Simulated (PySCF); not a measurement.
Task: Write Cartesian coordinates for `c1cc(ccc1C1CC1)C=C` as optimised with PBE0-D3(BJ)/def2-SVP.

Result: 
```
atom  x, y, z in Å
C1     4.357   -0.796   -0.280
C2     3.394   -0.331    0.526
C3     1.962   -0.217    0.231
C4     1.086    0.228    1.232
C5    -0.279    0.349    1.004
C6    -0.833    0.031   -0.243
C7    -2.286    0.143   -0.526
C8    -3.314   -0.209    0.522
C9    -3.132    1.214    0.115
C10    0.041   -0.410   -1.247
C11    1.405   -0.531   -1.019
H12    4.152   -1.157   -1.291
H13    5.397   -0.833    0.053
H14    3.680    0.006    1.529
H15    1.491    0.484    2.215
H16   -0.922    0.699    1.816
H17   -2.551   -0.118   -1.555
H18   -4.213   -0.738    0.196
H19   -2.937   -0.523    1.499
H20   -3.903    1.688   -0.499
H21   -2.631    1.895    0.809
H22   -0.363   -0.662   -2.231
H23    2.050   -0.874   -1.831
```

Orientation and origin are arbitrary. Atoms count from 1 in this order. The 12 C–C bonds span 1.339 Å (C1=C2, drawn double) to 1.509 Å (C7–C8, drawn single), a spread of 0.170 Å. The 6-membered ring C3–C4–C5–C6–C10–C11 has internal angles of 117.3° to 121.6° (sum 720°, against 720° for a flat polygon); it is planar, 0.00 Å rms from its mean plane, widest ring torsion 0°. The 3-membered ring C7–C8–C9 has internal angles of 59.3° to 60.4°. Of the pairs four or more bonds apart, H12···H23 is among the closest relative to their van der Waals radii: 2.19 Å, 91 % of the sum of Bondi's values.

Bonds between heavy atoms (Å): C1=C2 1.339, C2–C3 1.467, C3–C4 1.403, C4–C5 1.390, C5–C6 1.401, C6–C7 1.485, C7–C8 1.509, C8–C9 1.491, C6–C10 1.402, C10–C11 1.388, C3–C11 1.403, C7–C9 1.508.

The calculation used PySCF, PBE0-D3(BJ)/def2-SVP geometry optimisation, gas phase.

Point group: near Cs, missed by 0.25 Å at most; the miss may be what the optimiser left on a soft mode. Whether it is a minimum is left open (no frequencies). The numbers are those of one conformer (C1–C2–C3–C4 176°, C5–C6–C7–C8 -37°).
